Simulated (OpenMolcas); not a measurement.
## Yb3+ in KZnF3

Yb3+ with its 6 nearest fluoride ions at 2.125 Å, on the Zn site of KZnF3 (a = 4.054 Å, distance in the model lattice 2.027 Å). The rest of the host is ab initio model potentials to 7.6 Å, with orthogonalisation functions on the cations behind the ligands, and point charges beyond; the distance is set by hand and nothing relaxes, and no local charge compensation is placed. Ligand basis ANO-RCC-VDZP.
```
Yb    0.0000    0.0000    0.0000
F     2.1250    0.0000    0.0000
F     0.0000    2.1250    0.0000
F    -2.1250    0.0000    0.0000
F     0.0000   -2.1250    0.0000
F     0.0000    0.0000    2.1250
F     0.0000    0.0000   -2.1250
```

| Property | Result |
| --- | --- |
| Program | OpenMolcas 26.06 |
| Method | SS-CASPT2, IPEA 0.25 Eh, imaginary shift 0.1 Eh (closed shells correlated: 5s 5p and the ligand valence shells) |
| Basis | ANO-RCC-VDZP [7s6p4d2f1g] |
| Scalar Hamiltonian | DKH2, point nucleus |
| Active space | 13 electrons in 7 orbitals (4f) |
| State averaging | 2S+1 = 2 odd, 7 roots |
| Spin-orbit coupling | state interaction with AMFI integrals over the reference wave functions |

The lowest spin-free states (labels of O, the rotations of Oh), above the lowest:

| State | Degeneracy | E (cm-1) | Free-ion L (%) |
| --- | --- | --- | --- |
| 2T1 | 3 | 0 | F (100) |
| 2T2 | 3 | 860 | F (100) |
| 2A2 | 1 | 1330 | F (100) |

The lowest levels with spin-orbit coupling:

| E (cm-1) | Degeneracy | Label | 2S+1 | J | |mJ| (%) | g |
| --- | --- | --- | --- | --- | --- | --- |
| 0 | 2 | Γ6 | 2 | 3.49 | 1/2 (58) | 2.65 2.65 2.65 |
| 530 | 4 | Γ8 | 2 | 3.50 | 3/2 (37) |  |
| 1130 | 2 | Γ7 | 2 | 3.51 | 5/2 (75) | 3.39 3.39 3.39 |
| 10770 | 4 | Γ8 | 2 | 2.50 | 1/2 (50) |  |
| 11510 | 2 | Γ7 | 2 | 2.51 | 3/2 (83) | 1.39 1.39 1.39 |

Powder χT (cm3 K/mol): 0.667 at 2 K, 0.707 at 10 K, 0.908 at 50 K, 1.16 at 100 K, 1.62 at 200 K, 1.94 at 300 K. The effective moment at 300 K is 2.828 √(χT) = 3.94 μB.

Hund's rules give f13 the level 2F7/2 with g = 1.143, so an isolated free-ion multiplet has χT = g² J(J+1) / 8 = 2.571 cm3 K/mol. The computed 1.945 at 300 K differs by -24 %, through the field's splitting, the mixing of terms and any other multiplet in reach.

Stevens parameters of the J = 7/2 multiplet, which is 1127 cm-1 wide (cm-1, z along the main axis): B40 = -5.731e-01, B44 = -2.866e+00, B60 = 2.602e-03, B64 = -5.442e-02.

Roots that are degenerate in the reference are averaged as groups; the widest CASPT2 spread within a group is 25 cm-1 (the 3-fold group of multiplicity 2 near 859 cm-1 above the lowest state of its run). Shifts and gaps below about the spread of the groups concerned are not significant. Over all roots computed the reference weight is 0.72; a low but even weight reflects the number of correlated electrons. Splittings of an f shell from a small cluster at a set distance can be off by tens of per cent, mostly too small. No measured value stands beside these numbers; the geometry was set by hand and not optimised.
